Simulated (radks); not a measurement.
The numbers below are computed, except where a source is named.
Ionisation of Mo3+, [Kr] 4d3, to Mo4+, [Kr] 4d2, under several functionals. Dirac Kohn-Sham, spin-unpolarised, spherical densities, point nucleus; open shells fill j = l - 1/2 first; a radial shooting solver on a logarithmic mesh with Libxc functionals.

functional                                        E(Mo3+) (hartree)  Exc (hartree)  IE (eV)  -e(HOMO) (eV)  <r> HOMO (bohr)  IE error (eV)
AM05                                                    -4043.41346     -118.70227   39.591         32.972            1.599         -0.739
LDA (Slater exchange, Perdew-Zunger correlation)        -4043.18707     -118.46374   39.819         33.210            1.604         -0.511
XLYP                                                    -4048.38821     -123.73089   39.554         32.942            1.614         -0.776
RPBE                                                    -4047.70547     -123.05486   39.576         32.948            1.603         -0.754
BLYP                                                    -4047.95423     -123.29183   39.513         32.903            1.612         -0.817

NIST Atomic Spectra Database: 40.3 eV (semi-empirical). Closest: LDA (Slater exchange, Perdew-Zunger correlation). The Delta-SCF values span 0.31 eV, the total energies 5.20 hartree. The highest occupied level is 4d3/2. Spin polarisation and multiplet splitting are left out, so open shells lie too high by an amount that depends on their filling.

Beside tabulated values, note that spin-unpolarised runs miss the spin-polarisation part of the exchange energy of open shells.
